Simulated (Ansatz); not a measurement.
Cartesian coordinates (Å):
SMILES: O(CC)B
```xyz
11

B      1.8214     0.1004    -0.7351
O      0.9248    -0.5239     0.0377
C     -0.1561     0.1632     0.6540
C     -1.4695    -0.3221     0.0932
H      1.7395     1.2873    -0.9216
H      2.6860    -0.5720    -1.2178
H     -0.0367     1.2420     0.5055
H     -0.0958    -0.0433     1.7263
H     -2.3012     0.1644     0.6079
H     -1.5447    -0.0945    -0.9723
H     -1.5677    -1.4015     0.2223
```
Charge 0, spin multiplicity 1.

Level of theory: frozen-core CCSD(T)/cc-pVTZ // PBE0-D4/def2-TZVP (Ansatz, a first-principles code).

* **HF energy**: -179.45457 Ha
* **MP2 correlation energy**: -0.69438 Ha

Estimate the CCSD correlation energy, the (T) correction, the total energy and the T1 diagnostic.


CCSD correlation energy: -0.73337 Ha
(T) correction: -0.02706 Ha
CCSD(T) total energy: -180.21500 Ha
T1 diagnostic: 0.013
